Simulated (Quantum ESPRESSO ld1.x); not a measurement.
Input file for ld1.x (Quantum ESPRESSO 7.5):

```
 &input
    atom='Ni',
    iswitch=1,
    rel=1,
    lsd=1,
    dft='SLA-VWN',
    config='[Ar] 3d4',
    prefix='ld1',
    max_out_wfc=37,
    file_charge='ld1.rho',
 /
```

Command: `OMP_NUM_THREADS=1 ld1.x < ld1.in > ld1.out`

Output (excerpt):

```
     Program LD1 v.7.5 starts

     --------------------------- All-electron run ----------------------------

     scalar relativistic calculation

     atomic number is 28.00
     dft =SLA-VWN   lsd =1 sic =0 latt =0  beta=0.20 tr2=1.0E-14
     Exchange-correlation= SLA-VWN
                           (   1   2   0   0   0   0   0)
     mesh =1993 r(mesh) =  99.86262 a.u. xmin = -8.00 dx = 0.00800
     1 Ry =  13.60569312 eV, c = 137.03599908

     n l     nl                  e(Ry)          e(Ha)          e(eV)
     1 0     1S 1( 1.00)      -611.1866      -305.5933     -8315.6179
     2 0     2S 1( 1.00)       -81.1819       -40.5909     -1104.5354
     2 1     2P 1( 3.00)       -71.1691       -35.5846      -968.3055
     3 0     3S 1( 1.00)       -16.6228        -8.3114      -226.1646
     3 1     3P 1( 3.00)       -13.6581        -6.8290      -185.8273
     3 2     3D 1( 4.00)        -8.8819        -4.4410      -120.8446
     1 0     1S 2( 1.00)      -611.1839      -305.5919     -8315.5802
     2 0     2S 2( 1.00)       -80.9312       -40.4656     -1101.1252
     2 1     2P 2( 3.00)       -70.9762       -35.4881      -965.6805
     3 0     3S 2( 1.00)       -16.1873        -8.0936      -220.2391
     3 1     3P 2( 3.00)       -13.2301        -6.6151      -180.0051
     3 2     3D 2( 0.00)        -8.4480        -4.2240      -114.9415

     final scf error:  5.1E-15 reached in  21 iterations

     Etot =   -3013.881270 Ry,   -1506.940635 Ha,  -41005.943664 eV
     Total magnetization:    4.00 Bohr mag.

     Ekin =    3055.253989 Ry,    1527.626994 Ha,   41568.848181 eV
     Encl =   -7045.856577 Ry,   -3522.928288 Ha,  -95863.762373 eV
     Eh   =    1091.106560 Ry,     545.553280 Ha,   14845.261019 eV
     Exc  =    -114.385241 Ry,     -57.192621 Ha,   -1556.290491 eV
```

Run on one thread of a shared host, so times are rough (Intel(R) Xeon(R) Processor @ 2.60GHz): 0.46 s of CPU time, 1.4 s wall, 21 iterations on 1993 mesh points.
